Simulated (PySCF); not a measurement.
Ge(Me)(OH)3 (CH6GeO3), SMILES [CH3][Ge]([OH])([OH])[OH].

Geometry optimised at B3LYP-D3(BJ)/def2-SVP. Other conformers were not sampled.

Computed with M06-2X/def2-TZVP run with PySCF.

The molecule is in vacuum.

```json
{
 "total_energy": "-2344.52134 hartree",
 "point_group": "C3",
 "highest_occupied_level": "-10.10 eV",
 "lowest_empty_level": "0.88 eV",
 "orbital_gap": "10.99 eV",
 "dipole_moment": "0.50 D",
 "quadrupole, principal values (traceless, Buckingham form, about the centre of nuclear charge)": "-4.52, -4.52, 9.05 D·Å",
 "mean_static_polarisability": "48.4 bohr³ (7.17 Å³)",
 "polarisability_principal_values": "46.3, 46.3, 52.6 bohr³"
}
```
